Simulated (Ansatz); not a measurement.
Species: C₃H, net charge -1, singlet state. It need not be the lowest isomer of its formula. 
Geometry from a B3LYP-D3(BJ)/def2-TZVP (Ansatz, a quantum-chemistry and plane-wave program) optimisation:
SMILES: [C][C][CH-]
```xyz
4

C      0.0259     0.0114    -1.2303
C      0.0170     0.0051     0.1134
C      0.1183     0.0342     1.3865
H     -0.9666    -0.3046    -1.6171
```
Charge -1, spin multiplicity 1.

Basis-set convergence of Hartree-Fock and CCSD correlation energies (hartree) with Ansatz. Correlated levels leave the core frozen unless marked. Spin-orbit coupling is left out. Non-relativistic. This anion needs diffuse functions, which these sets lack.

The Hartree-Fock reference is unstable (checked in the largest basis), which strains HF and MP2. 

```tsv
basis	functions	E(HF)	E(corr, CCSD)
cc-pVDZ	47	-113.99668	-0.38162
cc-pVTZ	104	-114.03036	-0.45537
cc-pVQZ	195	?	?
```

What belongs in the gaps?


- cc-pVQZ, E(HF): -114.04045
- cc-pVQZ, E(corr, CCSD): -0.47873
